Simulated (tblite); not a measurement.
C₅H₁₀B₂Si.
Atom-mapped SMILES: `[BH2:1][C@:2]1([C:3]#[CH:4])[BH:5][SiH2:6][CH2:7][CH2:8]1` (hydrogens: H9, H10 on B1; H11 on C4; H12 on B5; H13, H14 on Si6; H15, H16 on C7; H17, H18 on C8)

Computed with GFN2-xTB (tblite), gas phase: L-BFGS steps from a force-field or distance-geometry start until the largest atomic force falls under 0.01 eV/Å.

Geometry at step 21:
```
atom  x, y, z in Å
B1     -0.0011   -2.2548    0.7150
C2      0.1440   -0.7862    0.2011
C3      1.5095   -0.5845   -0.2815
C4      2.6028   -0.5022   -0.7718
B5      0.3000    0.2874    1.3720
Si6    -0.7032    1.8857    0.8336
C7     -0.8884    1.2244   -0.9563
C8     -0.8561   -0.3042   -0.8722
H9      0.8301   -2.7059    1.4014
H10    -0.9586   -2.8707    0.4541
H11     3.5591   -0.4551   -1.2081
H12     0.9500    0.0250    2.3054
H13    -0.1294    3.2458    0.8212
H14    -2.0541    2.0619    1.4125
H15    -0.0581    1.5800   -1.5696
H16    -1.8059    1.5626   -1.4325
H17    -0.6032   -0.7374   -1.8446
H18    -1.8462   -0.6653   -0.5911
```

Q: Give the atomic forces at this geometry.

A: 
| atom | Fx (eV/Å) | Fy (eV/Å) | Fz (eV/Å) |
| --- | --- | --- | --- |
| B1 | -0.043 | 0.135 | 0.059 |
| C2 | 0.098 | 0.107 | -0.103 |
| C3 | -0.008 | -0.003 | 0.056 |
| C4 | 0.044 | 0.032 | -0.003 |
| B5 | -0.003 | -0.126 | -0.009 |
| Si6 | 0.064 | -0.084 | -0.032 |
| C7 | -0.039 | 0.113 | 0.039 |
| C8 | -0.011 | 0.084 | 0.023 |
| H9 | 0.028 | -0.068 | -0.057 |
| H10 | -0.049 | -0.033 | 0.045 |
| H11 | -0.099 | 0.059 | 0.065 |
| H12 | 0.028 | 0.057 | 0.054 |
| H13 | 0.017 | -0.112 | -0.007 |
| H14 | 0.067 | -0.053 | -0.007 |
| H15 | -0.007 | -0.027 | -0.011 |
| H16 | -0.004 | -0.034 | -0.134 |
| H17 | -0.029 | -0.029 | 0.025 |
| H18 | -0.054 | -0.019 | -0.003 |

The largest, 0.18 eV/Å, acts on C2; the rms over all components is 0.060 eV/Å. The forces sum to zero within rounding, as they must for an isolated molecule in no field.

Q: Give the force on C2 in Eh/bohr and in nN.

A: 0.178 eV/Å ÷ 51.422 = 0.00346 Eh/bohr, and 0.178 eV/Å × 1.602 = 0.29 nN.

Q: How far is this geometry from the end of the optimisation?

A: 0.153 eV above it, and 0.336 Å rms away after alignment. The bonds farthest from their final lengths, with half the difference of the two atoms' forces along the bond (positive lengthens):

```
  bond  now (Å)  final (Å)  force along bond (eV/Å)
 B1–C2    1.563      1.536                    +0.02
 C2–B5    1.596      1.606                    -0.05
 C2–C8    1.544      1.535                    -0.01
 C3≡C4    1.201      1.209                    +0.04
 C2–C3    1.462      1.456                    -0.08
B5–Si6    1.962      1.958                     0.00
```

The angle farthest from its final value is C3–C2–B5, 93.3° against 74.4°.

Of the 2 listed bonds off by 0.010 Å or more, this force points towards the final length in 0.

What follows is the cost of the whole relaxation. Time: 2.7 s wall, 2.4 s CPU. Hardware: one thread, Intel Xeon at 2.50 GHz (x86_64), shared host with 64 logical CPUs at a one-minute load of 63.
